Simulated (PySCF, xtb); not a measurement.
C4H7, multiplicity 2. Atoms are numbered in the order given.

```xyz
11

C     -0.4042     1.2941    -0.4841
C      0.0586     0.0673    -0.0179
C      1.4218    -0.2107     0.0593
C     -0.9386    -0.9995     0.3917
H     -1.4723     1.5176    -0.5374
H      0.2931     2.0697    -0.8110
H      1.7874    -1.1700     0.4334
H      2.1641     0.5275    -0.2546
H     -1.8993    -0.5593     0.6973
H     -1.1404    -1.6854    -0.4483
H     -0.5579    -1.6070     1.2266
```
Charge 0, spin multiplicity 2.

Geometry optimised at B3LYP-D3(BJ)/def2-SVP. The isomer is the one that the SMILES or the coordinates give; other isomers of the formula were not compared.

Computed with PySCF with C-PCM-ωB97X/def2-SVP.

The values are the electrostatic part of the solvation free energy, E(continuum) − E(gas) at the gas-phase geometry, in a cavity of scaled van der Waals radii (PySCF's table); cavitation and dispersion terms are not included. The dipole moment in vacuum is 0.31 D.

```csv
solvent,ε,ΔG(elec) (kcal/mol),dipole (D)
water,78.36,-1.6,0.39
"N,N-dimethylformamide",37.22,-1.6,0.38
chloroform,4.71,-1.2,0.37
```

For comparison, GFN2-xTB/ALPB(water) (xtb, at the GFN2-xTB geometry, all terms of that model) gives -0.4 kcal/mol.
